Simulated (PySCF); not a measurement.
A side-by-side comparison of computed properties.

First species: C6H8F2O3.
Numbering: `[O:1]=[C:2]1[CH2:3][CH2:4][CH2:5][C@@H:6]([O:7][CH:8]([F:9])[F:10])[O:11]1` (hydrogens: H12, H13 on C3; H14, H15 on C4; H16, H17 on C5; H18 on C6; H19 on C8)

Structure used (GFN2-xTB), in Å, numbered top down from 1:
```xyz
19
C6H8F2O3 angstrom
O     -1.1828   -2.3596    1.2849
C     -0.9717   -1.4008    0.6024
C     -1.9833   -0.3023    0.3793
C     -1.3898    1.0141   -0.1078
C     -0.4103    0.7213   -1.2375
C      0.6859   -0.1774   -0.6849
O      1.4132    0.5901    0.2629
C      2.5207   -0.0111    0.7665
F      3.5352    0.0121   -0.1378
F      2.9364    0.7010    1.8171
O      0.2107   -1.3485   -0.0723
H     -2.5430   -0.1756    1.3068
H     -2.6813   -0.6968   -0.3673
H     -0.8538    1.5097    0.7024
H     -2.1837    1.6778   -0.4505
H      0.0513    1.6343   -1.6085
H     -0.9067    0.2080   -2.0623
H      1.3698   -0.5251   -1.4741
H      2.3734   -1.0620    1.0731
```

Second species: C₅H₁₀F₃NSi.
SMILES: `C[C@@H]1C[C@@H](C(F)(F)F)N[SiH2]1`

Levels: PBE0/pcSseg-1 for HOMO energy, LUMO energy and HOMO–LUMO gap. Geometries: GFN2-xTB. Each structure is a single optimised conformer of the isolated species, non-relativistic unless stated; the electronic structure was computed with PySCF and density fitting.

```
     property  column X  column Y
  HOMO energy  -7.17 eV  -8.16 eV
  LUMO energy   0.48 eV  -0.24 eV
HOMO–LUMO gap   7.65 eV   7.92 eV
```

**Question.** Which column belongs to which species?

**Answer.** Column X is the second species and column Y the first. The first has 19 atoms and 86 electrons, the second 20 and 88.

**Question.** How does each property change from the first species to the second?

**Answer.** HOMO energy +0.99 eV; LUMO energy +0.72 eV; HOMO–LUMO gap -0.27 eV.

